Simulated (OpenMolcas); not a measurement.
**3d6 along the 24-electron sequence**

* Program: OpenMolcas
* Method: MS-CASPT2, IPEA 0.25 Eh, imaginary shift 0.1 Eh
* Basis: ANO-RCC-VTZP
* Scalar Hamiltonian: DKH2, point nucleus
* Spin-orbit coupling: RASSI with atomic mean-field integrals over the reference wave functions, term energies averaged over their components

Active space for each ion: 6 electrons in 5 orbitals (3d); closed shells correlated by CASPT2: 3s 3p.

Computed levels in cm-1 above 5D4:

```csv
Level,Fe2+,Ni4+,Cu5+
5D3,437,857,1148
5D2,745,1442,1916
5D1,943,1815,2400
5D0,1040,1997,2640
3P2(1),20000,26700,29710
3H6,20920,28070,31350
3H5,21140,28460,31830
3P1(1),21280,29210,33060
3H4,21300,28690,32030
weight of 5D in the lowest level (%),100,100,100
```

Measured, with the error of the calculation in %. Measured levels: Fe2+ from Corliss and Sugar, J. Phys. Chem. Ref. Data 11, 135 (1982); Ni4+ from Corliss and Sugar, J. Phys. Chem. Ref. Data 10, 197 (1981); Cu5+ from Sugar and Musgrove, J. Phys. Chem. Ref. Data 19, 527 (1990).

| Level | Fe2+ | Ni4+ | Cu5+ |
| --- | --- | --- | --- |
| 5D3 | 436 (+0.2) | 890 (-3.7) | 1196 (-4.0) |
| 5D2 | 739 (+0.8) | 1490 (-3.2) | 1987 (-3.6) |
| 5D1 | 932 (+1.1) | 1872 (-3.0) | 2490 (-3.5) |
| 5D0 | 1027 (+1.3) | 2058 (-2.9) | 2733 (-3.4) |
| 3P2(1) | 19405 (+3.0) | 26153 (+2.1) | 29285 (+1.4) |
| 3H6 | 20051 (+4.3) | 27111 (+3.6) | 30418 (+3.1) |
| 3H5 | 20301 (+4.1) | 27578 (+3.2) | 31009 (+2.7) |
| 3P1(1) | 20688 (+2.9) | 28698 (+1.8) | 32685 (+1.2) |
| 3H4 | 20482 (+4.0) | 27859 (+3.0) | 31288 (+2.4) |

The fine-structure level 5D0 changes by a factor of 2.54 from Fe2+ to Cu5+. Its fourth root runs 5.68, 6.68, 7.17, with steps per unit of Z of 0.50, 0.48; equal steps would mean a (Z - σ)^4 law with constant σ.

3P2(1) changes by a factor of 1.49 over the same range, with steps per unit of Z of +3350, +3010 cm-1.

CASPT2 does not keep the components of a term degenerate, so their means are used; among the terms shown or strongly mixed into the levels shown the widest spread is 250 cm-1 (3d6 3H, Cu5+). Terms from blocks run as CI alone lack orbitals of their own. Measured partners are found by configuration, term and J. A level has none where our copy of the source lacks it or the pairing is in doubt (some pairs that miss far off the trend of their configuration count as doubtful), and it then counts in no deviation. Levels of configurations outside the active space are missing.

A number in round brackets counts repeated terms of one configuration in the order of the reference energies.
